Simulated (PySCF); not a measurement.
## Bond curve of KSn

Set-up: PySCF, spin-free X2C with a Gaussian nucleus, basis sets K x2c-SVPall, Sn x2c-SVPall. Energies in eV from K + Sn in their ground configurations at the same level. State: ⁴Σ⁻ (quartet), unpaired electrons σ ↑, π ↑↑.

| R (Å) | UHF-CCSD(T) | r²SCAN |
| --- | --- | --- |
| 2.818 |  | -1.108 |
| 2.949 | -1.042 | -1.300 |
| 3.080 | -1.170 | -1.404 |
| 3.179 | -1.221 | -1.441 |
| 3.277 | -1.243 | -1.451 |
| 3.375 | -1.243 | -1.442 |
| 3.506 | -1.217 | -1.407 |
| 3.670 | -1.154 | -1.338 |
| 3.867 | -1.051 | -1.234 |
| 4.129 |  | -1.080 |

Task: Put a parabola through the three lowest points of the UHF-CCSD(T) curve and estimate Re, k and ωe (reduced mass 29.41 u; 1 eV/Å² = 0.16022 mdyn/Å; ωe = 1302.8·√(k/μ) cm⁻¹).

Result: Through R = 3.179, 3.277, 3.375 Å the second-order coefficient is 1.15 eV/Å², so Re ≈ 3.326 Å, k ≈ 0.367 mdyn/Å and ωe ≈ 146 cm⁻¹. A polynomial fit of higher order to the unrounded UHF-CCSD(T) energies gives Re = 3.324 Å, k = 0.324 mdyn/Å, ωe = 137 cm⁻¹; anharmonicity and rounding make the difference.

The higher-order fit for each curve: UHF-CCSD(T): Re = 3.324 Å, ωe = 137 cm⁻¹, De = 1.25 eV; r²SCAN: Re = 3.275 Å, ωe = 138 cm⁻¹, De = 1.45 eV.

Correlated steps freeze 23 core orbitals. Correlated levels converge slowly with the basis: in double zeta they bind strong bonds too weakly, by up to about 1 eV, and carry superposition errors of some tenths. Spin–orbit coupling is left out, which matters for elements this heavy, above all for dissociation energies. The state was picked by a PBE0 search and need not be the measured ground state.
